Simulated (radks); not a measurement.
Values are calculated unless marked as measured or tabulated.
The silicon anion Si4-, [Ar], held by a Watson sphere: a shell of charge +4 at radius R that stands for the Madelung well of a crystal (potential energy -4/R inside, -4/r outside, in hartree with lengths in bohr). Code: a radial shooting solver on a logarithmic mesh with Libxc functionals. Model: non-relativistic Kohn-Sham, LDA (Slater exchange, Perdew-Wang correlation), spin-unpolarised, spherical densities, point nucleus. Response by self-consistent Sternheimer equations with the Hartree and adiabatic LDA kernel. The sphere does not respond.

| R (bohr) | e(2p) (eV) | e(3s) (eV) | e(3p) (eV) | <r> 3p (bohr) | sum of <r^2> (bohr^2) | X-ray form factor at sin(theta)/lambda = 0.2 1/angstrom | alpha (bohr^3) |
|---|---|---|---|---|---|---|---|
| 1.85 | -93.955 | -15.977 | -8.280 | 2.313 | 49.75 | 10.453 | 30.25 |
| 1.9 | -93.607 | -15.773 | -8.192 | 2.339 | 50.72 | 10.394 | 31.29 |
| 2.73 | -91.922 | -12.696 | -6.598 | 2.786 | 69.24 | 9.671 | 57.82 |
| 3.43 | -92.149 | -10.824 | -5.379 | 3.173 | 87.54 | 9.447 | 98.78 |
| 3.46 | -92.161 | -10.758 | -5.332 | 3.190 | 88.38 | 9.443 | 101.1 |
| 3.56 | -92.199 | -10.547 | -5.180 | 3.245 | 91.18 | 9.434 | 109.0 |
| 3.57 | -92.203 | -10.527 | -5.165 | 3.251 | 91.47 | 9.433 | 109.8 |
